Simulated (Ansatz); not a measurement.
C4H13GaN2O, SMILES `C[N](C)[Ga]([OH])[N](C)C`, 21 atoms. The species carries charge 0 and has multiplicity 1. Correlated methods include outer-core shells of Ga, which these sets cover unevenly. Scalar relativity is left out up to krypton. Hardware: A = 4 threads of an AMD EPYC 7R13 on a shared host and a share of an NVIDIA H100 80 GB; B = 4 threads of an AMD EPYC 7R13 on a shared host. Correlated methods freeze the cores.

Problem. Give the basis size and wall time and peak host memory of each of these runs in Ansatz. RHF-CCSD(T)/def2-SVP energy [A]; RKS PBE0-D4/def2-TZVP relaxation (12 steps) [A]; RKS LC-ωPBE/def2-TZVPP energy [A]; RKS ωB97M-V/def2-QZVPP energy [A]; RHF-MP2/def2-QZVPP energy [A]; RKS PBE0-D4/def2-SVP energy [B]; RKS SPW92 (LDA)/def2-TZVPP energy [A]; RKS ωB97M-V/def2-SVP energy [B]; direct RPA on PBE orbitals/def2-TZVPP energy [A]; RKS B2PLYP (frozen core)/def2-TZVPP energy [A]; RHF-CCSD(T)/def2-TZVPP energy [A]; RKS revPBE-D4/def2-TZVPP energy [A]. (Estimate.)

Solution. The calculation gave: Other jobs shared the machine, so times are rough.

```
                                level                        job  functions  wall time  peak host memory (GiB)
                 RHF-CCSD(T)/def2-SVP                 energy [A]        195      3.3 s                    0.97
             RKS revPBE-D4/def2-TZVPP                 energy [A]        447        4 s                    0.94
  RKS B2PLYP (frozen core)/def2-TZVPP                 energy [A]        447      4.7 s                     2.1
           RKS SPW92 (LDA)/def2-TZVPP                 energy [A]        447      4.9 s                    0.93
                 RKS PBE0-D4/def2-SVP                 energy [B]        195      5.5 s                    0.97
               RKS LC-ωPBE/def2-TZVPP                 energy [A]        447      5.5 s                    0.97
direct RPA on PBE orbitals/def2-TZVPP                 energy [A]        447      9.5 s                     2.1
               RKS ωB97M-V/def2-QZVPP                 energy [A]        878       13 s                     1.6
                   RHF-MP2/def2-QZVPP                 energy [A]        878       14 s                     1.6
                 RKS ωB97M-V/def2-SVP                 energy [B]        195       16 s                     1.1
               RHF-CCSD(T)/def2-TZVPP                 energy [A]        447       28 s                    0.97
                RKS PBE0-D4/def2-TZVP  relaxation (12 steps) [A]        343       34 s                       1
```

LC-ωPBE has ω = 0.4 bohr⁻¹.
